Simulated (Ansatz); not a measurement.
Correlation energies of C₂H₉BSi, SMILES `B[SiH2]CC` by basis set

Z-matrix (Å, degrees):
```
Si
C 1 1.882
B 1 2.009 2 115.9
H 1 1.499 2 109.2 3 -118.5
H 1 1.495 2 109.5 3 125.6
C 2 1.525 1 113.9 3 177.6
H 2 1.096 1 107.8 3 54.6
H 2 1.096 1 108.1 3 -59.4
H 3 1.197 1 120.1 2 168.6
H 3 1.197 1 123.0 2 -13.6
H 6 1.093 2 111.3 1 -60.0
H 6 1.093 2 111.7 1 179.7
H 6 1.093 2 111.4 1 59.5
```

The species carries charge 0 and has multiplicity 1. The geometry is a stationary point of PBE0-D4/def2-TZVP. It is one conformer, not always the lowest. Frozen core, restricted reference, the Gaussian-basis code of Ansatz. CBS rows extrapolate triple and quadruple zeta; past MP2 they add the triple-zeta difference.

| basis | HF (Eh) | MP2 corr. |
| --- | --- | --- |
| def2-SVP | -394.39066 | -0.47470 |
| def2-TZVPP | -394.60743 | -0.58305 |
| def2-QZVPP | -394.62151 | -0.62050 |

Estimate the CCSD correlation energy and the (T) correction in each basis where they were run (hartree).


```tsv
basis	CCSD corr.	(T)
def2-SVP	-0.54333	-0.01469
def2-TZVPP	-0.64585	-0.02300
CBS(def2)	-0.71104	as TZ
```
